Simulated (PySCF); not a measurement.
Excitations are Tamm–Dancoff values on a coarser integration grid. The basis has no diffuse functions, so Rydberg states are missing or too high.

Cartesian coordinates (Å):
SMILES: N[SiH2]N
```xyz
9

N     -1.3329    -0.1795     0.6438
Si    -0.0012     0.4157    -0.2549
N      1.3009    -0.6818    -0.0682
H     -2.0246     0.4552     1.0098
H     -1.7264    -1.0879     0.4518
H      0.1834     1.7979     0.2755
H     -0.1598     0.5140    -1.7350
H      1.6779    -0.8957     0.8422
H      1.9993    -0.7688    -0.7892
```
Charge 0, multiplicity 1.

Problem. What is the computed LUMO, HOMO–LUMO gap, brightest of the four lowest singlets (TDA), dipole moment, HOMO, total energy, T1 excitation (TDA) and S1–T1 gap (TDA) (PySCF with PBE-D3(BJ)/def2-TZVP // r2SCAN-D4/def2-TZVP)?

Solution. 
```json
{
 "LUMO": "0.20 eV",
 "HOMO–LUMO gap": "6.00 eV",
 "brightest of the four lowest singlets (TDA)": "6.51 eV",
 "dipole_moment": "0.74 D",
 "HOMO": "-5.80 eV",
 "total_energy": "-10950.71 eV",
 "T1 excitation (TDA)": "5.80 eV",
 "S1–T1 gap (TDA)": "0.36 eV"
}
```
